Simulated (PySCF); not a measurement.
C4H5ClSi, SMILES C#C[Si@H](Cl)C=C.

Geometry: B3LYP-D3(BJ)/def2-SVP. The structure was generated by enumeration; whether it is a known compound was not checked. One conformer was computed; it need not be the lowest.

All values below come from PBE/def2-TZVP (PySCF).

Computed frontier levels, gap, dipole moment and polarisability:
| Quantity | Value |
|---|---|
| highest occupied level | -7.13 eV |
| lowest empty level | -2.07 eV |
| orbital gap | 5.06 eV |
| dipole moment | 0.431 e·Å |
| quadrupole, principal values (traceless, Buckingham form, about the centre of nuclear charge) | -7.73, -1.50, 9.23 D·Å |
| mean static polarisability | 82.7 bohr³ (12.25 Å³) |
| polarisability, principal values | 61.1, 87.0, 99.9 bohr³ |
